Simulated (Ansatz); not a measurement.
Species: GeBr₂ (charge +1, doublet). 
Coordinates optimised at B3LYP-D3(BJ)/def2-TZVP (Ansatz, a first-principles code):
```xyz
3

Ge    -0.0110    -0.0243     0.7678
Br     1.0941    -1.6255    -0.3871
Br    -1.0840     1.6477    -0.3149
```
Charge +1, spin multiplicity 2.

Basis-set convergence of Hartree-Fock and MP2 correlation energies (hartree) with Ansatz. Valence correlation only, unless marked. Open shells are spin-unrestricted. Spin-orbit coupling is left out. The frozen core is the preceding noble-gas configuration, with the filled d and f shells of earlier blocks. No relativistic terms.

| basis | functions | E(HF) | E(corr, MP2) |
|---|---|---|---|
| aug-cc-pVDZ | 108 | -7219.87796 | -0.29694 |
| aug-cc-pVTZ | 177 | … | … |

Q: Some entries are withheld; supply them.

A: 
- aug-cc-pVTZ, E(HF): -7220.10348
- aug-cc-pVTZ, E(corr, MP2): -0.38964
